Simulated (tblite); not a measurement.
`C[C@]1(N)[C](F)C12CC2` [radical] (doublet state). Computed geometry: GFN2-xTB, gas phase. This method treats the open shell by occupation alone, without spin polarisation.

```
atom  x, y, z in Å
C1    -1.4039   -1.1293    0.7773
C2    -0.8488    0.0475    0.0131
N3    -1.2881    1.3059    0.5134
C4    -0.4875   -0.1134   -1.4339
F5    -0.7025    0.8937   -2.3356
C6     0.5984   -0.0264   -0.4848
C7     1.8073   -0.7607   -0.0372
C8     1.8620    0.7271   -0.2601
H9    -1.1963   -1.0121    1.8390
H10   -2.4823   -1.1923    0.6387
H11   -0.9529   -2.0505    0.4222
H12   -2.2727    1.3133    0.7457
H13   -1.0704    2.0677   -0.1175
H14    2.2979   -1.4061   -0.7518
H15    1.8310   -1.1294    0.9776
H16    1.9076    1.3725    0.6053
H17    2.3942    1.1043   -1.1212
```

(1) Which two atoms are farthest apart?

(2) Give the dihedral angles C7–C6–C8–H17, C2–C6–C7–H15, C4–C6–C7–C8, C4–C2–C6–C7.

(3) Work out the bond lengths C1–H11, C2–C6, C7–H14, C8–H17 in pm.

(4) What are the angles H9–C1–H11, H10–C1–H11, C2–C1–H11, N3–C2–C6, C4–C2–C6, C6–C7–H14, C8–C7–H15?

(5) What is the repulsion energy of the bare nuclei, Σ ZA·ZB/RAB?

(6) Where is the centre of mass (commonest isotopes), and what is the radius of gyration?

(7) How far are the heavy atoms from their best plane (unweighted least squares)?

(8) How far apart are these pairs, which share no bond: C2···H12, C4···H16, F5···C8, F5···H9, C6···H13, H10···H11, H11···H12?

(9) Write the matrix of distances between heavy atoms (Å, lower triangle).

Results:

(1) H10···H17, 5.67 Å; the next longest distance is 5.53 Å.

(2) C7–C6–C8–H17 108° (anticlinal); C2–C6–C7–H15 -20° (synperiplanar); C4–C6–C7–C8 135° (anticlinal); C4–C2–C6–C7 -134° (anticlinal). Dihedral signs follow IUPAC: positive where, seen along the central bond, the front bond turns clockwise onto the rear one.

(3) For C1–H11 the difference vector is (0.4510, -0.9212, -0.3551) Å, of length 1.0854 Å. C1–H11 108.5; C2–C6 153.2; C7–H14 108.1; C8–H17 108.0 pm.

(4) From the scalar product of the two bond vectors; for H9–C1–H11 it is -0.3913 Å² over 1.0882 × 1.0854 Å², cos θ = -0.3313. H9–C1–H11 109.3°; H10–C1–H11 108.7°; C2–C1–H11 110.1°; N3–C2–C6 116.6°; C4–C2–C6 56.9°; C6–C7–H14 117.8°; C8–C7–H15 118.4°.

(5) 379.52 Eh over 136 pairs, with full nuclear charges and distances in bohr; the largest single term is 20.88 Eh (C4 with F5).

(6) Mass 114.072 u; centre at (-0.110, 0.169, -0.447) Å; Rg = √(Σ m r²/M) = 1.863 Å. As Ia + Ib + Ic = 2 Σ m r², the three principal moments sum to 792.2 u·Å².

(7) 0.681 Å rms; C1 0.67, C2 0.06, N3 1.35, C4 0.73, F5 0.28, C6 0.10, C7 0.42, C8 0.79 Å (magnitudes).

(8) C2···H12 2.041 Å (2 bonds apart); C4···H16 3.479 Å (3 bonds apart); F5···C8 3.303 Å (3 bonds apart); F5···H9 4.616 Å (4 bonds apart); C6···H13 2.703 Å (3 bonds apart); H10···H11 1.767 Å (2 bonds apart); H11···H12 3.628 Å (4 bonds apart).

(9) 
```
C1    0.000
C2    1.509  0.000
N3    2.452  1.424  0.000
C4    2.600  1.500  2.539  0.000
F5    3.778  2.501  2.938  1.369  0.000
C6    2.611  1.532  2.516  1.445  2.442  0.000
C7    3.333  2.777  3.762  2.763  3.784  1.484  0.000
C8    3.897  2.808  3.295  2.758  3.303  1.488  1.505  0.000
```

Its GFN2-xTB frequencies are all real (lowest 142 cm⁻¹).

One conformer stands for the species.
